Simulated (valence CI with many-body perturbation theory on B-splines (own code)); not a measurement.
**Al VIII in brief**

Method: valence CI with perturbative core correlation (CI+MBPT): four valence electrons over a frozen Dirac-Fock core [He], a basis of 11 s, 11 p, 9 d, 7 f, 5 g, 2 h, 1 i functions for each j, with the one-electron correlation potential Σ1 (screened to all orders), the two-electron term Σ2, the three-electron term Σ3, Breit, model QED; selected single and double excitations, second order for the rest, scaled by the run's own slope (own B-spline code, finite nucleus).

No measured levels were compared; by estimate levels hold to about 100 cm⁻¹ or 0.05 % of their energy and the worst to 300 or 400 cm⁻¹, as in measured light ions of charge 2 to 7. Among the levels kept, up to 270 cm⁻¹ of a level comes from second order outside the variational space, and about a tenth of that is noise between levels of different J, which matters for small intervals.

Rates and lifetimes use the calculated energies. Strong lines usually hold to 10 to 20 %, long lifetimes can be off by a factor of two.

Task: What is the ground level?

Result: 2s²2p² ³P_0, composition 98 % 2s²2p² ³P.

Task: Where does the other parity begin?

Result: At 2s2p³ ⁵S°_2, 133620 cm⁻¹.

Task: What is the ionisation energy?

Result: 284.69 eV; NIST lists 284.64 ± 0.07 eV (semi-empirical).

Task: How is the term ³P of the ground level split?

Result: J = 0 at 0, J = 1 at 1708, J = 2 at 4410 cm⁻¹.

Task: What are the static dipole polarisabilities of the lowest levels?

Result: 2s²2p² ³P_0 0.173; 2s²2p² ³P_1 0.173 (tensor 0.0058); 2s²2p² ³P_2 0.173 (tensor -0.012); 2s²2p² ¹D_2 0.157 (tensor 0.036) bohr³, of which the core gives 0.000350.
